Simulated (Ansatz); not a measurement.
`CSB[TeH]` + `N[SiH2]CF` → `N[SiH2]C(F)[TeH]` + `BSC`  (formal exchange of groups at a Te–B bond)

Isolated molecules relaxed with PBE0-D4/def2-TZVP in Ansatz; ΔE leaves out vibrations. CBS: MP2 limit from def2 TZ/QZ plus the TZ coupled-cluster correction, frozen cores. Functionals use def2-TZVPP. def2 core potentials past Kr. For Te outer-core shells are correlated without core-valence functions, which leaves a few kJ/mol of doubt a bond. Each species was taken in one conformer, which may not be the lowest.

```
        level  ΔE (kJ/mol)
       PBE-D4         77.8
       B2PLYP         82.3
         PBE0         85.9
HF/def2-TZVPP         91.3
```

Question: What does CCSD(T)/CBS give? (Best estimate.)

Answer: The calculation gave: +78.6 kJ/mol. The listed levels differ from it by -0.8, 3.7, 7.3, 12.7 kJ/mol.

Largest T1 diagnostic among the species: 0.014.

From PBE to PBE0 (25 % exact exchange), in def2-TZVPP and without D4, ΔE moves by +5.1 kJ/mol. In def2-TZVPP, CCSD(T) changes the Hartree–Fock value by −9.8 kJ/mol (the triples alone add −2.0 kJ/mol) and MP2 by −6.6 kJ/mol.
